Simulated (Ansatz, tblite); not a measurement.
Forces on B4H⁺ at its r2SCAN-D4/def2-TZVP geometry. Total charge 1; singlet.

The xTB rows come from tblite. At r2SCAN-D4/def2-TZVP the restricted singlet is unstable: a solution with broken spin symmetry lies lower. The order of the spin states hangs on the level: the triplet lies 0.10 eV below the singlet at PBE0-D4/def2-TZVP, but 1.51 eV above it at GFN1-xTB. The structure comes from a short search, and lower isomers may exist.

GFN1-xTB (tblite), largest force 0.70 eV/Å:

```xyz
5
positions Å, forces eV/Å
B     0.274    1.198    1.248   -0.111   -0.482   -0.502
B     0.178   -0.326    0.994    0.001    0.008    0.004
B    -0.124   -0.544   -0.566    0.000    0.002   -0.002
B    -0.018    1.028   -0.262    0.002    0.003    0.009
H    -0.310   -1.356   -1.414    0.107    0.469    0.490
```

GFN2-xTB (tblite), largest force 1.36 eV/Å:

```
B -0.213 -0.929 -0.968
B -0.067 1.117 -0.537
B -0.019 -0.075 -0.083
B 0.184 -0.611 1.066
H 0.114 0.498 0.521
```

r2SCAN-D4/def2-TZVP (Ansatz), largest force 0.01 eV/Å:

```
B -0.002 -0.006 -0.006
B 0.001 0.001 0.005
B -0.003 -0.008 -0.009
B 0.001 0.005 0.001
H 0.002 0.008 0.009
```
